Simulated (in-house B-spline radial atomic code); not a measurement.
RPA and G0W0 for Gd3+, [Xe] 4f7, highest spin, as one setting changes: the radius of a hard wall (bohr). Start: Hartree-Fock. A dash marks a level of low quasi-particle weight. Computed with an all-electron radial atomic-structure program (B-spline basis): all electrons, scalar-relativistic (spin-free one-electron X2C), finite nucleus, each spin shell either full or empty, empty states to l = 9 with an (l + 1/2)⁻⁴ tail; G0W0 by contour deformation at full frequency.

Without the two-electron picture change, the correlation of inner shells comes somewhat too large for so heavy an element.

```tsv
radius of a hard wall (bohr)	mean-field level (eV)	G0W0 level (eV)	RPA correlation (Eh)
2	-16.379	4f up -15.886	-4.9567
2.5	?	?	?
3	?	?	?
3.5	-46.34	4f up -44.52	-4.8628
4	-47.31	4f up -45.33	-4.8585
5	-47.70	4f up -45.62	-4.8559
6	-47.72	4f up -45.64	-4.8549
8	-47.73	4f up -45.64	-4.8536
12	-47.73	4f up -45.64	-4.8526
```

**Question.** What belongs in the row for 3?

**Answer.** mean-field level (eV): -43.48; G0W0 level (eV): 4f up -41.97; RPA correlation (Eh): -4.8742.

**Question.** What belongs in the row for 2.5?

**Answer.** mean-field level (eV): -35.87; G0W0 level (eV): 4f up -34.85; RPA correlation (Eh): -4.9014.
